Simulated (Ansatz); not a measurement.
The cluster Al₂B₂. The state is a singlet with charge 0. Geometry PBE0-D4/def2-TZVP.

```xyz
4

B     1.214    1.309   -0.340
B     1.112    0.252   -1.415
Al   -2.147   -1.441    1.621
Al   -0.179   -0.120    0.135
```

The restricted singlet is unstable towards broken spin symmetry in Hartree–Fock (as tested in another run); at PBE-D4/def2-TZVP, r2SCAN-D4/def2-TZVP, r2SCANh-D4/def2-TZVP, PBE0-D4/def2-TZVP and others this wasn't settled. Another isomer (triplet) lies 1.61 eV lower at PBE0-D4/def2-TZVP; other spin states weren't run for this one.

Question: Estimate the orbital energies around the gap (eV) in Ansatz with PBE-D4/def2-TZVP, r2SCAN-D4/def2-TZVP, r2SCANh-D4/def2-TZVP, PBE0-D4/def2-TZVP, CAM-B3LYP-D4/def2-TZVP.

Answer: 
```json
{"orbital": "HOMO−9", "PBE-D4/def2-TZVP": "-70.32", "r2SCAN-D4/def2-TZVP": "-72.13", "r2SCANh-D4/def2-TZVP": "-73.83", "PBE0-D4/def2-TZVP": "-75.05", "CAM-B3LYP-D4/def2-TZVP": "-76.25"}
{"orbital": "HOMO−8", "PBE-D4/def2-TZVP": "-68.56", "r2SCAN-D4/def2-TZVP": "-70.40", "r2SCANh-D4/def2-TZVP": "-72.08", "PBE0-D4/def2-TZVP": "-73.30", "CAM-B3LYP-D4/def2-TZVP": "-74.56"}
{"orbital": "HOMO−7", "PBE-D4/def2-TZVP": "-68.55", "r2SCAN-D4/def2-TZVP": "-70.38", "r2SCANh-D4/def2-TZVP": "-72.07", "PBE0-D4/def2-TZVP": "-73.30", "CAM-B3LYP-D4/def2-TZVP": "-74.56"}
{"orbital": "HOMO−6", "PBE-D4/def2-TZVP": "-68.39", "r2SCAN-D4/def2-TZVP": "-70.23", "r2SCANh-D4/def2-TZVP": "-71.93", "PBE0-D4/def2-TZVP": "-73.17", "CAM-B3LYP-D4/def2-TZVP": "-74.41"}
{"orbital": "HOMO−5", "PBE-D4/def2-TZVP": "-12.91", "r2SCAN-D4/def2-TZVP": "-13.63", "r2SCANh-D4/def2-TZVP": "-14.28", "PBE0-D4/def2-TZVP": "-14.84", "CAM-B3LYP-D4/def2-TZVP": "-16.38"}
{"orbital": "HOMO−4", "PBE-D4/def2-TZVP": "-9.29", "r2SCAN-D4/def2-TZVP": "-9.58", "r2SCANh-D4/def2-TZVP": "-9.99", "PBE0-D4/def2-TZVP": "-10.42", "CAM-B3LYP-D4/def2-TZVP": "-11.80"}
{"orbital": "HOMO−3", "PBE-D4/def2-TZVP": "-6.87", "r2SCAN-D4/def2-TZVP": "-7.05", "r2SCANh-D4/def2-TZVP": "-7.41", "PBE0-D4/def2-TZVP": "-7.87", "CAM-B3LYP-D4/def2-TZVP": "-9.09"}
{"orbital": "HOMO−2", "PBE-D4/def2-TZVP": "-6.62", "r2SCAN-D4/def2-TZVP": "-6.91", "r2SCANh-D4/def2-TZVP": "-7.22", "PBE0-D4/def2-TZVP": "-7.51", "CAM-B3LYP-D4/def2-TZVP": "-8.49"}
{"orbital": "HOMO−1", "PBE-D4/def2-TZVP": "-5.02", "r2SCAN-D4/def2-TZVP": "-5.20", "r2SCANh-D4/def2-TZVP": "-5.50", "PBE0-D4/def2-TZVP": "-5.85", "CAM-B3LYP-D4/def2-TZVP": "-6.89"}
{"orbital": "HOMO", "PBE-D4/def2-TZVP": "-4.87", "r2SCAN-D4/def2-TZVP": "-4.99", "r2SCANh-D4/def2-TZVP": "-5.25", "PBE0-D4/def2-TZVP": "-5.59", "CAM-B3LYP-D4/def2-TZVP": "-6.56"}
{"orbital": "LUMO", "PBE-D4/def2-TZVP": "-4.10", "r2SCAN-D4/def2-TZVP": "-4.05", "r2SCANh-D4/def2-TZVP": "-3.74", "PBE0-D4/def2-TZVP": "-3.29", "CAM-B3LYP-D4/def2-TZVP": "-2.17"}
{"orbital": "LUMO+1", "PBE-D4/def2-TZVP": "-3.75", "r2SCAN-D4/def2-TZVP": "-3.66", "r2SCANh-D4/def2-TZVP": "-3.37", "PBE0-D4/def2-TZVP": "-2.98", "CAM-B3LYP-D4/def2-TZVP": "-1.91"}
{"orbital": "LUMO+2", "PBE-D4/def2-TZVP": "-3.65", "r2SCAN-D4/def2-TZVP": "-3.57", "r2SCANh-D4/def2-TZVP": "-3.30", "PBE0-D4/def2-TZVP": "-2.92", "CAM-B3LYP-D4/def2-TZVP": "-1.86"}
{"orbital": "LUMO+3", "PBE-D4/def2-TZVP": "-1.90", "r2SCAN-D4/def2-TZVP": "-1.73", "r2SCANh-D4/def2-TZVP": "-1.43", "PBE0-D4/def2-TZVP": "-1.07", "CAM-B3LYP-D4/def2-TZVP": "0.07"}
{"orbital": "LUMO+4", "PBE-D4/def2-TZVP": "-1.00", "r2SCAN-D4/def2-TZVP": "-0.79", "r2SCANh-D4/def2-TZVP": "-0.50", "PBE0-D4/def2-TZVP": "-0.21", "CAM-B3LYP-D4/def2-TZVP": "0.75"}
{"orbital": "LUMO+5", "PBE-D4/def2-TZVP": "-0.98", "r2SCAN-D4/def2-TZVP": "-0.66", "r2SCANh-D4/def2-TZVP": "-0.40", "PBE0-D4/def2-TZVP": "-0.20", "CAM-B3LYP-D4/def2-TZVP": "0.89"}
```
